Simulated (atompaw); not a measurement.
## PBE PAW (atompaw) dataset for Cu, scalar-relativistic all-electron reference.

Input for atompaw 4.2.0.5:

```
Cu 29
GGA-PBE scalarrelativistic loggrid 1500 logderivrange -4 5 226
4 4 3 0 0 0
4 0 0
4 1 0
3 2 9.5
0 0 0
c
c
c
v
c
c
v
v
2
2.25 1.80 1.70 1.55
y
-0.9
n
y
0.05
n
y
-0.4
n
custom rrkj vanderbiltortho sinc
3 1 troulliermartins
2.25
2.25
1.95
2.25
1.00
1.00
PWSCFOUT
UPFDX 0.0125d0 UPFXMIN -7.d0 UPFZMESH 29.d0
END
```

Command:

```bash
atompaw < Cu.input > Cu.log
```

Output (summary file):

```
Completed calculations for Cu (AE)

 Exchange-correlation type: GGA, Perdew-Burke-Ernzerhof

 Radial integration grid is logarithmic
 r0 =   2.8831811E-04 h =   8.3612251E-03   n =      1500 rmax =   8.0000000E+01

 Scalar relativistic calculation

 AEatom converged in  31 iterations
   nz     =  29.00
   delta  =       9.879785384112E-17

 All Electron Orbital energies:
  n  l      occupancy      energy
  1  0      2.0000000E+00 -6.5176943E+02
  2  0      2.0000000E+00 -7.9301737E+01
  3  0      2.0000000E+00 -9.6512123E+00
  4  0      0.0000000E+00 -1.2404696E+00
  2  1      6.0000000E+00 -6.8608260E+01
  3  1      6.0000000E+00 -6.5211800E+00
  4  1      0.0000000E+00 -7.8498161E-01
  3  2      9.5000000E+00 -1.5566560E+00

 Total energy
   Total                    :    -3308.46241769507515

 ---
 Completed calculations for Cu (SC)

 Exchange-correlation type: GGA, Perdew-Burke-Ernzerhof

 Radial integration grid is logarithmic
 r0 =   2.8831811E-04 h =   8.3612251E-03   n =      1500 rmax =   8.0000000E+01

 Scalar relativistic calculation

 SCatom converged in   2 iterations
   nz     =  29.00
   delta  =       1.177540256635E-17

 Valence Electron Orbital energies:
  n  l      occupancy      energy
   4  0      0.0000000E+00 -1.2404696E+00
   4  1      0.0000000E+00 -7.8498161E-01
   3  2      9.5000000E+00 -1.5566560E+00

 Total energy
   Total                    :    -3308.46241769501376
   Valence                  :     -211.64674234284382

 PAW parameters:
       lmax =            2
         rc =    2.2516405656465772
        irc =         1073
   rc_shape =    1.8116465797100556
    rc_vloc =    1.7086404162736382
    rc_core =    1.5584757250694041
   Vloc: Norm-conserving Troullier-Martins with l= 3;e=   1.0000E+00
   Projector type: RRKJ pseudization + Vanderbilt ortho.
   Sinc^2 compensation charge shape zeroed at   1.8116E+00

 Number of basis functions     6
 No.   n  nodes  l      Energy         Cp coeff         Occ
  1    4    3    0   -0.1240470E+01  0.1064017E+04  0.0000000E+00
  2  999    4    0   -0.9000000E+00  0.3452818E+03  0.0000000E+00
  3    4    2    1   -0.7849816E+00 -0.1705454E+03  0.0000000E+00
  4  999    3    1    0.5000000E-01 -0.2003297E+02  0.0000000E+00
  5    3    0    2   -0.1556656E+01  0.1003785E+03  0.9500000E+01
  6  999    1    2   -0.4000000E+00  0.1311967E+03  0.0000000E+00

 Eigenvalues of overlap operator (in the basis of projectors):
    1        2.38924154E-01
    2        4.77802190E-01
    3        2.24187190E+00
    4        8.08174521E+02
    5        8.85763980E+02
    6        1.50652034E+03

 Orbital leakage outside PAW augmentation regions
   orb  is_core?  %out_of_sphere
   1 0    T           0.00
   2 0    T           0.00
   3 0    T           0.02
   4 0    F          52.74
   2 1    T           0.00
   3 1    T           0.08
   4 1    F          74.07
   3 2    F           3.47

 Summary of PAW energies
   Total valence energy     :   -211.64674598837752
   Smooth energy            :     57.67151604817513
   One center               :   -269.31826203655265
   Smooth kinetic           :     88.87000933457773
   Vloc energy              :    -23.57983647520576
   Smooth exch-corr         :    -12.92989759190777
   One-center xc            :   -121.36712097072048
```

The run took about 2.3 s on one core of a shared server CPU.
